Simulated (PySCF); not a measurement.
**How the method changes the constants of SiBr**

State: ²Π (doublet), unpaired electrons π ↑. Set-up: basis Si def2-TZVPP, Br def2-TZVPP; no relativity; PySCF 2.14. De refers to Si + Br in their high-spin ground configurations, without counterpoise correction. The functionals are run spin-unrestricted. A positive dipole means Si(−)Br(+).

| Level | Re (Å) | ωe (cm⁻¹) | De (eV) | μ (D) |
| --- | --- | --- | --- | --- |
| UHF | 2.251 | 414 | 2.59 | -1.29 |
| UHF-MP2 | 2.225 | 431 | 3.83 | n/a |
| UHF-SCS-MP2 | 2.233 | 425 | 3.70 | n/a |
| UHF-CCSD | 2.233 | 426 | 3.56 | n/a |
| UHF-CCSD(T) | 2.235 | 424 | 3.69 | n/a |
| PBE | 2.250 | 407 | 4.07 | -0.68 |
| revPBE | 2.259 | 402 | 3.87 | -0.70 |
| BP86 | 2.254 | 402 | 4.05 | -0.74 |
| TPSS | 2.248 | 407 | 3.99 | -0.70 |
| r²SCAN | 2.235 | 418 | 3.99 | -0.66 |
| PBE0 | 2.231 | 423 | 3.93 | -0.78 |
| B97-3 | 2.238 | 418 | 3.92 | -0.83 |
| CAM-B3LYP | 2.233 | 418 | 3.78 | -0.98 |

Which functional lies closest to UHF-CCSD(T) in De, which farthest, and by how much do they differ from it?

Closest is CAM-B3LYP (-0.2 pm in Re, -1.4 % in ωe, +0.09 eV in De against UHF-CCSD(T) in the same basis), farthest PBE (+1.5 pm in Re, -4.0 % in ωe, +0.38 eV in De). CCSD(T) converges more slowly with the basis than the functionals do and binds too weakly in this one, so the order can change at the basis-set limit.

What does a quarter of exact exchange do here, going from PBE to PBE0?

PBE0 less PBE: -1.9 pm in Re, +3.9 % in ωe, -0.14 eV in De. Exact exchange removes part of the self-interaction that spreads semilocal densities, and in most molecules shortens and stiffens the bond and lowers De; so it does here.

What does the step from GGA to meta-GGA do here, going from PBE to r²SCAN?

r²SCAN less PBE: -1.5 pm in Re, +2.7 % in ωe, -0.08 eV in De. 

Correlated steps freeze 14 core orbitals. Spin–orbit coupling is left out. The state was picked by a PBE0 search and need not be the measured ground state.
